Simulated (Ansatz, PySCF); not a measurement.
BClBr2, SMILES BrB(Br)Cl. Atoms are numbered in the order given.

```xyz
4

B      0.0000     0.0000    -0.4042
Cl     0.0000     0.0000    -2.1441
Br     0.0000     1.6453     0.5459
Br     0.0000    -1.6453     0.5459
```

The structure is a stationary point at PBE0-D3(BJ)/def2-SVP.

Two levels are set side by side: PBE-D3(BJ)/def2-SVP (Ansatz, a first-principles code) and PBE0-D3(BJ)/def2-SVP (Ansatz). Each level has its own optimised geometry; the coordinates shown are those of the second. Frequencies come from the Hessian of PySCF at each geometry. Differences are taken from unrounded values.

```csv
quantity,PBE0-D3(BJ)
mean bond length (Å),1.847
bond B1–Cl2 (Å),1.740
bond B1–Br3 (Å),1.900
bond B1–Br4 (Å),1.900
highest harmonic wavenumber (cm⁻¹),955
mean harmonic wavenumber (cm⁻¹),491
zero-point energy (kcal/mol),4.21
```

**Question.** What does PBE-D3(BJ) give, and how far is it from PBE0-D3(BJ)? (Estimate from the structure and the level; the computed values follow.)

**Answer.** 
| quantity | PBE-D3(BJ) | PBE-D3(BJ) minus PBE0-D3(BJ) |
|---|---|---|
| mean bond length (Å) | 1.859 | 0.012 |
| bond B1–Cl2 (Å) | 1.751 | 0.011 |
| bond B1–Br3 (Å) | 1.913 | 0.013 |
| bond B1–Br4 (Å) | 1.913 | 0.013 |
| highest harmonic wavenumber (cm⁻¹) | 919 | -36 |
| mean harmonic wavenumber (cm⁻¹) | 473 | -18 |
| zero-point energy (kcal/mol) | 4.06 | -0.15 |

Exact exchange shortens and stiffens bonds; PBE has none. Differences between two approximate levels are no errors against the true value.
